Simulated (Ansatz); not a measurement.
`F[SiH2]C[SiH2]Cl` and `NC[SiH2]F` differ in one atom or group.

Ansatz, PBE0-D4/def2-TZVP geometries, multiplicity 1. Each molecule was computed in one conformer, which needn't be the lowest.

```
                                                                                  property  `F[SiH2]C[SiH2]Cl`
                                                     LUMO energy (ωB97M-V/def2-TZVPP) / eV                1.21
                                                     HOMO energy (ωB97M-V/def2-TZVPP) / eV              -11.10
                                                       LUMO energy (B3LYP/def2-TZVPP) / eV               -0.75
ideal-gas entropy at 298 K and 1 bar (rigid rotor, harmonic PBE0-D4/def2-TZVP) / J/(mol·K)                 381
                                                         HOMO energy (PBE/def2-TZVPP) / eV               -7.54
                                                       HOMO–LUMO gap (PBE/def2-TZVPP) / eV                6.11
```

**Question.** What does the change do to each property? (Best estimate.)

**Answer.** Ansatz gave: 
| property | `NC[SiH2]F` | shift |
| --- | --- | --- |
| LUMO energy (ωB97M-V/def2-TZVPP) / eV | 1.92 | 0.71 |
| HOMO energy (ωB97M-V/def2-TZVPP) / eV | -9.55 | 1.55 |
| LUMO energy (B3LYP/def2-TZVPP) / eV | 0.04 | 0.79 |
| ideal-gas entropy at 298 K and 1 bar (rigid rotor, harmonic PBE0-D4/def2-TZVP) / J/(mol·K) | 317 | -64 |
| HOMO energy (PBE/def2-TZVPP) / eV | -5.70 | 1.84 |
| HOMO–LUMO gap (PBE/def2-TZVPP) / eV | 5.13 | -0.98 |

With PBE0 the HOMO rises by 1.72 eV and the LUMO rises by 0.87 eV, so the gap narrows by about 0.85 eV. PBE moves the HOMO by 1.84 eV and ωB97M-V by 1.55 eV. The zero-point energy changes by 22.2 kJ/mol with -3 modes. Modes under 60 cm⁻¹, often nearly free rotors, make the harmonic entropy too high.

B3LYP here is the variant with VWN-RPA as its local correlation; programs differ in this.
